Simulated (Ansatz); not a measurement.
BaF2, SMILES [F][Ba][F] (connectivity only; charge and spin as stated), charge -1, multiplicity 2.

The structure is a stationary point at B3LYP-D3(BJ)/def2-TZVPD. The spin state was assumed, not searched. The isomer is the one that the SMILES or the coordinates give; other isomers of the formula were not compared. The def2 effective core potentials stand for the cores of Ba; spin–orbit coupling is left out.

Two levels are set side by side: PBE/def2-TZVPD (Ansatz, an electronic-structure program) and CAM-B3LYP/def2-TZVPD (Ansatz). Energy differences of separate SCF runs at the same geometry; the states with an electron removed or added have multiplicity 1. Differences are taken from unrounded values.

```
quantity                         CAM-B3LYP
-------------------------------  ---------
vertical ionisation energy (eV)       0.63
```

### Question
What does PBE give, and how far is it from CAM-B3LYP? (An estimate is asked for; the answer gives what the named calculation found.)

### Answer

```
quantity                          PBE  PBE minus CAM-B3LYP
-------------------------------  ----  -------------------
vertical ionisation energy (eV)  0.65                 0.01
```
